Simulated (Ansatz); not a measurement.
`CC[Si]N` + H–F → `N[Si]F` + ethane at 500 K and 1 bar (ligand exchange at the Si–C bond).

Calculated with Ansatz (gas phase, PBE0-D4/def2-TZVP geometries, no zero-point term in ΔE). CCSD(T)/CBS is the MP2 limit (def2-TZVPP, def2-QZVPP) plus CCSD(T) − MP2 in def2-TZVPP, frozen cores. This one scheme is used for every species. Each species was taken in one conformer, which may not be the lowest.

```csv
species,CCSD(T)/CBS energy (Eh),H − E (kJ/mol),S (J/(mol·K))
`CC[Si]N`,-424.09714,282.2,375.3
H–F,-100.39570,39.4,188.7
`N[Si]F`,-444.84306,101.5,304.4
`CC`,-79.71954,220.5,259.9
```

H − E and S are ideal-gas, rigid-rotor, harmonic terms from PBE0-D4/def2-TZVP, for one conformer and one mirror image of each species. 1 Eh = 2625.50 kJ/mol, R = 8.31446 J/(mol·K).

Question: By hand: ΔE, ΔH, ΔS and ΔG.

Answer: ΔE = (-444.84306) + (-79.71954) − (-424.09714) − (-100.39570) = -0.06976 Eh = -183.2 kJ/mol. Δ(H − E) = 101.5 + 220.5 − 282.2 − 39.4 = 0.4, so ΔH = -182.8 kJ/mol. ΔS = 304.4 + 259.9 − 375.3 − 188.7 = 0.3 J/(mol·K). ΔG = -182.8 − 500 × (0.3)/1000 = -183.0 kJ/mol.

Question: By hand: the equilibrium constant, and the temperature at which ΔG would vanish if ΔH and ΔS stayed fixed.

Answer: log₁₀ K = −ΔG/(RT ln 10) = 19.1. ΔH and −TΔS have one sign here, so there is no such temperature.

The number of gas molecules stays the same, so ΔS is small and ΔH decides. A doubt of 5 kJ/mol in ΔE shifts log₁₀ K by 0.5 here. Other conformers and mirror images would add mixing entropy, several J/(mol·K) or more a flexible species. These are equilibria of isolated gas molecules and say nothing of rates. Largest T1 diagnostic: 0.014 (customary marks: 0.02 for closed shells, 0.045 for open ones).

ΔS is within the doubt of such terms, so its sign, and with it that verdict, could turn.
